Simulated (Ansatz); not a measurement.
Cost and result up the ladder for Zn₂Cl₆ (8 atoms). The state is a singlet with charge 0. Geometry: r2SCAN-D4/def2-SVP.

```xyz
8

Zn   -0.164    0.815    0.762
Zn    0.337    0.268   -2.258
Cl    0.676   -0.093   -4.306
Cl   -1.592    0.455   -1.009
Cl   -0.345   -0.928    2.544
Cl    1.765    0.639   -0.485
Cl   -0.515    1.852    2.648
Cl   -0.162   -3.009    2.104
```

Ansatz on 4 threads of Arm Neoverse V1 on a shared host. Times are rough, and most runs start from the orbitals of an earlier one. PBE0-D4/def2-TZVP serves as the yardstick here, not as an exact answer. Differences are given only for rows in sets of like size (and for xTB, whose basis is part of the method), since another set adds its own error. Binding counts from free atoms at the same level (Zn singlet, Cl doublet; other spins of the atoms weren't run), without zero-point energy or a counterpoise term.

Correlated methods freeze 48 core orbitals. The rows differ in basis, and correlated rows in double-zeta sets carry the largest basis error. In the singlet, Cl5 and Cl8 lie 2.14 Å apart (atoms count from 1), so these atoms are partly bonded to each other. Another isomer (singlet) lies 0.09 eV lower at PBE-D4/def2-SVP; other spin states weren't run for this one.

Correlated methods converge slowly with the basis, most of all in double-zeta sets.

```
                         level  functions  wall time  binding energy per atom (eV)  difference from PBE0-D4/def2-TZVP (eV)
               PBE-D4/def2-SVP        170      2.5 s                          2.29                                       –
                     HF/STO-3G         90      3.9 s                          1.69                                       –
              PBE0-D4/def2-SVP        170      4.6 s                          2.23                                       –
             BLYP-D4/def2-TZVP        318        6 s                          2.01                                   -0.16
PBE-D4/def2-TZVP (with forces)        318      7.5 s                          2.20                                    0.04
           r2SCAN-D4/def2-TZVP        318       13 s                          2.23                                    0.07
                 MP2/def2-TZVP        318       16 s                          2.19                                    0.02
                  HF/def2-TZVP        318       19 s                          1.45                                   -0.71
             PBE0-D4/def2-TZVP        318       24 s                          2.16                                    0.00
            PBE-QIDH/def2-TZVP        318       24 s                          2.17                                    0.01
              CCSD(T)/def2-SVP        170       53 s                          1.91                                       –
```
